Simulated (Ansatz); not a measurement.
The same atomization along the group B, Al, Ga.

Gas-phase electronic energies from Ansatz, PBE0-D4/def2-TZVP geometries. CBS: MP2 limit from def2 TZ/QZ plus the TZ coupled-cluster correction, frozen cores. This one scheme is used for every species, atoms too. For atomizations the MP2-based limit and the directly extrapolated one differ by several kJ/mol either way, and by 10 to 25 for some Ge, Se and Sn compounds, so smaller differences from it don't rank the levels. Open shells (•) are unrestricted, without spin–orbit coupling. Spin–orbit coupling would lower the free atoms: a little for Al, B, O, Si; clearly for Ga. For Ga outer-core shells are correlated without core-valence functions, so the limit isn't a true one: a few kJ/mol of doubt a bond, and 10 to 20 or more in all where bonds break to atoms. Scalar relativity is left out up to krypton. One conformer a species, not always the lowest.

| reaction | MP2/CBS(def2) (kJ/mol) | CCSD(T)/CBS(def2) (kJ/mol) |
| --- | --- | --- |
| `[SiH3]BO[SiH3]` → B• + 7 H• + O• + 2 Si• | 3655 | 3643 |
| `[SiH3][O][AlH][SiH3]` → Al• + 7 H• + O• + 2 Si• | 3417 | 3419 |
| `[SiH3][O][GaH][SiH3]` → Ga• + 7 H• + O• + 2 Si• | 3294 | 3295 |

Largest T1 diagnostic: 0.018, for Al•.
